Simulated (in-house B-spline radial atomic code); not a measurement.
**Binding energies in the iodine ion I⁷⁺**

NIST's tabulated ground configuration is [Kr] 4d10; each binding energy is the energy of the ion with one electron taken from that subshell, relaxed, less that of the parent. Method: Dirac-Hartree-Fock, average of configuration, Fermi nucleus of rms radius 4.75 fm. Calculated with a radial B-spline atomic code at the basis-set limit. Energies include first-order Breit, QED and recoil terms.

| subshell | X-ray name | binding energy (eV) | -ε (eV) | relaxation (eV) |
| --- | --- | --- | --- | --- |
| 1s | K | 33275.3 | 33454.8 | 63.3 |
| 2s | L1 | 5300.4 | 5345.0 | 32.3 |
| 2p3/2 | L3 | 4664 | 4706.8 | 34.5 |
| 3s | M1 | 1180.1 | 1194.3 | 12.1 |
| 3p1/2 | M2 | 1038.9 | 1053.4 | 12.7 |
| 3p3/2 | M3 | 982.2 | 995.4 | 12.1 |
| 3d3/2 | M4 | 736 | 750.2 | 13.7 |
| 3d5/2 | M5 | 724.5 | 738.2 | 13.5 |
| 4s | N1 | 297.9 | 300.8 | 2.5 |
| 4p1/2 | N2 | 246.9 | 249.5 | 2.3 |
| 4p3/2 | N3 | 235.7 | 238.0 | 2.2 |
| 4d3/2 | N4 | 151.3 | 153.1 | 1.8 |
| 4d5/2 | N5 | 149.5 | 151.2 | 1.7 |

Relaxation = -ε minus the binding energy without Breit, QED and recoil terms.

Emission lines follow as differences of binding energies, with λ = 12398.42 eV·Å / E:

```
 line          holes  energy (eV)  wavelength (Å)
 K-L3     1s → 2p3/2      28611.3         0.43334
 K-M3     1s → 3p3/2      32293.1         0.38393
L3-M5  2p3/2 → 3d5/2       3939.5          3.1472
L1-M3     2s → 3p3/2       4318.2          2.8712
L3-M1     2p3/2 → 3s       3483.9          3.5588
```

Problem. What screening constant σ does Moseley's law, E = (3/4)·13.6057 eV·(Z - σ)², need for K-L3?

Solution. σ = 0.05.

Moseley's non-relativistic formula needs a falling, then negative, screening constant for heavy elements, because relativity binds the 1s electron more strongly than the formula allows.

Problem. What does it cost to remove two 2p3/2 electrons?

Solution. 9491.9 eV, which is 164 eV more than the two single binding energies together.

Problem. What does it cost to remove both a 3d5/2 and a 4p1/2 electron?

Solution. 1002.5 eV, which is 31.09 eV more than the two single binding energies together.

Problem. What does it cost to remove both a 3p3/2 and a 3d5/2 electron?

Solution. 1757.6 eV, which is 50.93 eV more than the two single binding energies together.
